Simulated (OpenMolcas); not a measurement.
A calculation on Rh II.

```yaml
Program: OpenMolcas 26.06
Method: "MS-CASPT2, IPEA 0.25 Eh, imaginary shift 0.1 Eh (closed shells correlated: 4s 4p)"
Basis: ANO-RCC-VTZP [7s6p4d2f1g]
Scalar_Hamiltonian: DKH2, point nucleus
Active_space: 8 electrons in 6 orbitals (4d 5s)
State_averaging: 2S+1 = 5 even, 15 roots (10 in the spin-orbit step); 2S+1 = 3 even, 55 roots; 2S+1 = 1 even, 43 roots
Spin-orbit_coupling: RASSI with atomic mean-field integrals over the reference wave functions, term energies averaged over their components
```

Question: Which level of the active space comes out lowest?

Answer: 4d8 3F4, with 99 % of that term; it is also the measured ground level.

Question: How high does 4d8 3F2 lie?

Answer: 0.448 eV above the lowest level; measured 0.4440 eV above the ground level, so the calculation is off by +1 %.

Question: How high does 4d7 5s 5F1 lie?

Answer: 2.387 eV above the lowest level; measured 2.6260 eV above the ground level, so the calculation is off by -9 %.

Question: How high does 4d7 5s 5F4 lie?

Answer: 2.056 eV above the lowest level; measured 2.2987 eV above the ground level, so the calculation is off by -11 %.

Question: The level at 1.339 eV has J = 2. What is it made of, and what is its g factor?

Answer: 63 % 4d8 1D2, 31 % 4d8 3P, 5 % 4d8 3F; g = 1.142, against 1.000 from Landé's formula for the pure leading term.

Measured values: NIST Handbook of Basic Atomic Spectroscopic Data.

CASPT2 breaks the degeneracy within a term, and the mean is taken; among the terms shown or strongly mixed into the levels shown the widest spread is 1300 cm-1 (4d8 3F). Some high roots are left out of the spin-orbit mixing, which shifts the levels that they would mix with. A single d shell beside an s shell can misplace configurations of different d count against each other. Computed and measured levels are paired by configuration, term and J; levels that our copy of the source lacks, or whose pairing is in doubt (as where it misses far off the trend of its configuration), stay unpaired and out of the deviations. Only configurations of the active space appear.
